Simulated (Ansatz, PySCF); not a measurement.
Process, species as SMILES: C1=CC1 -> [CH]1C=C1 + H atom (the C-H bond at the site shown breaks; other sites are not compared here)
Each molecule is optimised on its own at B3LYP-D3(BJ)/def2-TZVP (Ansatz, a program for electronic structure).

Wanted: bond dissociation energy (electronic energy difference), in eV. Cores are frozen in the correlated levels unless marked. Open shells are spin-unrestricted. No spin-orbit coupling. No relativistic terms. Basis-set limits of correlation are two-point, X^-3; Hartree-Fock from the larger set. [CCSD(T)-MP2]/basis is that difference in the basis named.

```
level                                                                 program  bond dissociation energy (eV)
-------------------------------------------------------------  --------------  -----------------------------
HF/cc-pVDZ                                                             Ansatz                           3.54
B3LYP-D4/def2-TZVPD                                            Ansatz + dftd4                           4.53
PBE0-D4/def2-TZVPD                                             Ansatz + dftd4                           4.45
BHLYP-D4/def2-TZVPD                                            Ansatz + dftd4                           4.48
TPSSh-D4/def2-TZVPD                                             PySCF + dftd4                           4.54
r2SCAN0-D4/def2-TZVPD                                          Ansatz + dftd4                           4.40
RI-MP2/CBS(cc-pVTZ,cc-pVQZ)                                            Ansatz                           4.63
CCSD(T)/6-31G*                                                         Ansatz                           4.33
RI-MP2/CBS(aug-cc-pVTZ,aug-cc-pVQZ)+[CCSD(T)-MP2]/aug-cc-pVDZ          Ansatz                           4.68
RI-MP2/CBS(cc-pVTZ,cc-pVQZ)+[CCSD(T)-MP2]/cc-pVTZ                      Ansatz                           4.67
```
